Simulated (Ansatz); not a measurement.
Gas-phase electronic energies from Ansatz, PBE0-D4/def2-TZVP geometries. CCSD(T)/CBS is the MP2 limit (def2-TZVPP, def2-QZVPP) plus CCSD(T) − MP2 in def2-TZVPP, frozen cores. DFT in def2-TZVPP. B3LYP here is the variant with VWN-RPA as its local correlation; programs differ in this. def2 core potentials past Kr. For Sn outer-core shells are correlated without core-valence functions, which leaves a few kJ/mol of doubt a bond. One conformer a species, not always the lowest.

Consider the ligand exchange at the Si–C bond: `O[SiH]1C=C1[SiH3]` + `[OH][Sn][OH]` → `[OH][Sn][O][SiH3]` + `O[SiH]1C=C1`.

`O[SiH]1C=C1[SiH3]`:

Cartesian coordinates in Å:
```
O 1.296 1.177 -2.173
Si 1.294 0.843 -0.569
C 1.156 -0.787 0.141
C 0.004 -0.090 0.287
Si -1.670 -0.406 1.005
H 0.853 0.555 -2.752
H 2.043 1.949 0.047
H 1.433 -1.798 0.426
H -1.759 -1.770 1.596
H -1.957 0.602 2.058
H -2.693 -0.274 -0.066
```

`[OH][Sn][OH]`:

```xyz
5

O    -0.337    0.703   -0.886
Sn   -0.986   -0.576    0.490
O     0.835   -0.868    1.172
H    -0.998    1.091   -1.464
H     1.487   -0.350    0.688
```

`[OH][Sn][O][SiH3]`:

Z-matrix (Å, degrees):
```
Si
O 1 1.628
H 1 1.488 2 110.6
H 1 1.488 2 110.7 3 -120.9
H 1 1.497 2 111.3 3 119.6
Sn 2 1.989 1 141.7 3 -121.2
O 6 1.971 2 97.6 1 -0.0
H 7 0.963 6 116.4 2 0.2
```

`O[SiH]1C=C1`:

```xyz
8

O     1.928    0.001   -0.518
Si    0.604   -0.194    0.429
C    -1.043   -0.566   -0.164
C    -0.932    0.709    0.254
H     1.780    0.308   -1.415
H     1.146   -0.663    1.715
H    -1.859   -1.140   -0.591
H    -1.624    1.544    0.289
```

```json
{"level": "PBE-D4", "ΔE (kJ/mol)": "-73.6", "difference from CCSD(T)/CBS": "15.1"}
{"level": "r2SCAN-D4", "ΔE (kJ/mol)": "-84.3", "difference from CCSD(T)/CBS": "4.4"}
{"level": "PBE0-D4", "ΔE (kJ/mol)": "-80.3", "difference from CCSD(T)/CBS": "8.4"}
{"level": "B3LYP-D4", "ΔE (kJ/mol)": "-89.2", "difference from CCSD(T)/CBS": "-0.5"}
{"level": "ωB97X-V", "ΔE (kJ/mol)": "-89.2", "difference from CCSD(T)/CBS": "-0.5"}
{"level": "ωB97M-V", "ΔE (kJ/mol)": "-89.1", "difference from CCSD(T)/CBS": "-0.4"}
{"level": "B2PLYP", "ΔE (kJ/mol)": "-90.6", "difference from CCSD(T)/CBS": "-1.9"}
{"level": "PBE", "ΔE (kJ/mol)": "-73.5", "difference from CCSD(T)/CBS": "15.2"}
{"level": "r2SCAN", "ΔE (kJ/mol)": "-84.5", "difference from CCSD(T)/CBS": "4.2"}
{"level": "PBE0", "ΔE (kJ/mol)": "-80.3", "difference from CCSD(T)/CBS": "8.4"}
{"level": "B3LYP", "ΔE (kJ/mol)": "-88.9", "difference from CCSD(T)/CBS": "-0.2"}
{"level": "HF/def2-TZVPP", "ΔE (kJ/mol)": "-107.6", "difference from CCSD(T)/CBS": "-18.9"}
{"level": "MP2/def2-TZVPP", "ΔE (kJ/mol)": "-89.7", "difference from CCSD(T)/CBS": "-1.0"}
{"level": "SCS-MP2/def2-TZVPP", "ΔE (kJ/mol)": "-93.7", "difference from CCSD(T)/CBS": "-5.0"}
{"level": "CCSD/def2-TZVPP", "ΔE (kJ/mol)": "-92.7", "difference from CCSD(T)/CBS": "-4.0"}
{"level": "CCSD(T)/def2-TZVPP", "ΔE (kJ/mol)": "-89.6", "difference from CCSD(T)/CBS": "-0.9"}
{"level": "HF/def2-QZVPP", "ΔE (kJ/mol)": "-108.8", "difference from CCSD(T)/CBS": "-20.1"}
{"level": "MP2/def2-QZVPP", "ΔE (kJ/mol)": "-89.7", "difference from CCSD(T)/CBS": "-1.0"}
{"level": "SCS-MP2/def2-QZVPP", "ΔE (kJ/mol)": "-93.5", "difference from CCSD(T)/CBS": "-4.8"}
{"level": "HF/CBS(def2)", "ΔE (kJ/mol)": "-109.0", "difference from CCSD(T)/CBS": "-20.3"}
{"level": "MP2/CBS(def2)", "ΔE (kJ/mol)": "-88.8", "difference from CCSD(T)/CBS": "-0.1"}
{"level": "CCSD/CBS(def2)", "ΔE (kJ/mol)": "-91.8", "difference from CCSD(T)/CBS": "-3.1"}
{"level": "CCSD(T)/CBS", "ΔE (kJ/mol)": "-88.7", "difference from CCSD(T)/CBS": "0"}
```

Largest T1 diagnostic among the species: 0.018.

In def2-TZVPP, CCSD(T) changes the Hartree–Fock value by +18.0 kJ/mol (the triples alone add +3.1 kJ/mol) and MP2 by +17.8 kJ/mol. From PBE to PBE0 (25 % exact exchange), in def2-TZVPP and without D4, ΔE moves by −6.8 kJ/mol.
